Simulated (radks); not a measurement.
Coulomb parameter of the 5d shell of the tantalum ion Ta3+ in the model configuration [Xe] 4f14 5d1 6p1, as a second difference U = [E(n + 0.5) + E(n - 0.5) - 2 E(n)] / (0.5)^2 with all orbitals relaxed. "Bare": the charge of the atom changes with n. "Screened": the 6p shell takes up the change at fixed total charge, which measures U(5d,5d) + U(6p,6p) - 2 U(5d,6p). Method: scalar-relativistic Kohn-Sham, PBE, spin-unpolarised, spherical densities, point nucleus; computed with a radial shooting solver on a logarithmic mesh with Libxc functionals.

| case | configuration | E - E(n) (eV) |
|---|---|---|
| start | [Xe] 4f14 5d1 6p1 | 0.000 |
| bare +0.5 | [Xe] 4f14 5d1.5 6p1 | -14.830 |
| bare -0.5 | [Xe] 4f14 5d0.5 6p1 | 17.756 |
| screened +0.5 | [Xe] 4f14 5d1.5 6p0.5 | -5.102 |
| screened -0.5 | [Xe] 4f14 5d0.5 6p1.5 | 5.499 |

U(bare) = 11.706 eV, U(screened by 6p) = 1.590 eV, against the Slater integral F0(5d,5d) = 13.810 eV with frozen orbitals.
